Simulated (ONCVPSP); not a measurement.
**What one change does to a pseudopotential (Ta (Z = 73), ONCV)**

ONCVPSP 4.0.1 input, shortened (lines: element, Z, core and valence counts, functional; n l f; lmax; l rc ep ncon nbas qcut; lloc lpopt rc5 dvloc0; l nproj debl; icmod fcfact rcfact), PBE, scalar-relativistic:

```
  Ta 73.00   10    4        4      upf
    1    0    2.00
    2    0    2.00
    2    1    6.00
    3    0    2.00
    3    1    6.00
    3    2   10.00
    4    0    2.00
    4    1    6.00
    4    2   10.00
    4    3   14.00
    5    0    2.00
    5    1    6.00
    5    2    3.00
    6    0    2.00
    2
    0    2.00    0.00    4    7    4.90
    1    1.85    0.00    4    7    6.20
    2    1.95    0.00    4    9    4.40
    4    5    1.70   -1.00
    0    2    1.00
    1    1    3.60
    2    2    2.10
    3    4.75    1.40
```

Change: core correction Teter function, fcfact 4.75, rcfact 1.78.

Cutoffs: the cutoffs (Ha) at which the residual kinetic energy of the hardest occupied pseudo-wave falls to 1 and 0.1 mHa per electron; they do not see the model core or the augmentation charge, which bear on the density cutoff. Errors are all-electron minus pseudo energies relative to the spin-unpolarised reference configuration.

Task: How do hardness, ghosts and transferability respond?

Result: The potential gets neither clearly harder nor softer (20 Ha and 74 Ha → 20 Ha and 74 Ha); of the 4 tests that both files solve, the error grows in 3 and shrinks in 0 by more than 15 % and 0.3 meV (median size 8.7 → 145.2 meV); neither file shows a bound ghost. A model core, the more so a compact one, raises the density cutoff, which this test does not measure.

| quantity | base | changed |
| --- | --- | --- |
| cutoff, loose | 20 Ha | 20 Ha |
| cutoff, tight | 74 Ha | 74 Ha |
| bound ghosts | none | none |
| GHOST(+) flags under 300 eV | none | none |
| error for 5s2 5p6 5d3 6s1, meV [ΔE 8.47 eV] | -3.6 | -13 |
| error for 5s2 5p6 5d3 6s0, meV [ΔE 23.44 eV] | -7.9 | -81 |
| error for 5s2 5p6 5d2 6s0, meV [ΔE 47.04 eV] | -9.4 | -209 |
| error for 5s2 5p5 5d3 6s2, meV [ΔE 44.98 eV] | -191 | -210 |
| s: phases at 2.03 bohr within 0.05 rad from the reference energy up to (Ha; the scan ends near 5) | 4.0 | 4.0 |
| p: phases at 1.88 bohr within 0.05 rad from the reference energy up to (Ha; the scan ends near 5) | 0.5 | 0.5 |
| d: phases at 1.98 bohr within 0.05 rad from the reference energy up to (Ha; the scan ends near 5) | to the end of the scan | to the end of the scan |
| rms error of d²Exc/dni dnj with the model core, mHa | 0.92 | 3.91 |
